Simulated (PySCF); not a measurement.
## Solvent effects on NMR parameters

Numbering as in the mapped SMILES `[F:1][c:2]1[cH:3][n:4][c:5]2[cH:6][cH:7][cH:8][c:9]([Cl:10])[c:11]2[n:12]1`. Each H is labelled by its parent atom.

GIAO PBE0/pcSseg-1 in PySCF 2.14.0 with density-fitted response routines on one PBE0-D3(BJ)/def2-SVP conformer, non-relativistic, equivalent nuclei averaged. Solvents enter as an IEF-PCM continuum (chloroform with ε = 4.7, dichloromethane with ε = 8.9) around the gas-phase geometry. Shifts are referred to CFCl3, TMS computed in the same medium.

In chloroform, δ in ppm: F1 -76.1, C2 163.0, C5 146.4, C3 143.3, C9 143.3, C11 141.3, C8 139.6, C6 136.3, C7 135.8, H(C3) 8.95, H(C6) 8.49, H(C8) 8.31, H(C7) 8.14. Dipole moment 3.22 D.

Question: How does each δ change in the more polar medium?

Answer: 
```
atoms                                         environment  Δδ, dichloromethane
   F1                                       aryl fluorine                  0.0
   C2                    aromatic carbon bearing fluorine                 +0.2
   C5                         ring-fusion aromatic carbon                 +0.2
   C3                 aromatic CH next to a ring nitrogen                 +0.5
   C9                    aromatic carbon bearing chlorine                 -0.3
  C11                         ring-fusion aromatic carbon                  0.0
   C8                                         aromatic CH                 +0.4
   C6                                         aromatic CH                 +0.3
   C7                                         aromatic CH                 +0.5
H(C3)  hydrogen on an aromatic CH next to a ring nitrogen                +0.04
H(C6)                          hydrogen on an aromatic CH                +0.03
H(C8)                          hydrogen on an aromatic CH                +0.05
H(C7)                          hydrogen on an aromatic CH                +0.06
```

Changes are relative to chloroform. The dipole moment becomes 3.36 D in dichloromethane.

Question: Which nuclei move most (in ppm), and what does the model miss?

Answer: C3 (aromatic CH next to a ring nitrogen, +0.5 ppm) and C8 (aromatic CH, +0.4 ppm) and C7 (aromatic CH, +0.5 ppm) in dichloromethane. A continuum only polarises the solute; specific hydrogen bonds, the anisotropy of aromatic solvents and changes of geometry or conformer are outside it.
